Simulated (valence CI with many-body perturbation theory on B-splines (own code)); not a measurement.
# Which ion has this spectrum?

A relativistic CI+MBPT calculation for an atom or ion with 32 electrons gives these levels (eV):

| J | Parity | E | g |
| --- | --- | --- | --- |
| 0 | even | 0.00 |  |
| 1 | even | 141.14 | 1.50 |
| 2 | even | 145.93 | 1.17 |
| 2 | odd | 253.07 | 1.55 |
| 1 | odd | 269.47 | 1.08 |
| 2 | even | 290.72 | 1.32 |
| 0 | even | 301.06 |  |
| 2 | odd | 315.55 | 0.76 |
| 1 | odd | 336.36 | 0.85 |
| 2 | odd | 355.75 | 1.31 |
| 3 | odd | 357.06 | 1.12 |
| 2 | odd | 391.76 | 1.52 |
| 3 | odd | 400.89 | 1.31 |
| 0 | odd | 406.89 |  |

The energies are calculated, and their last digits are not significant.

Problem. Which is it?
A. Au47+
B. Tl49+
C. Hg48+
D. Pb50+

Solution. C. Hg48+, ground level (4s^2 4p1/2^2) J=0.
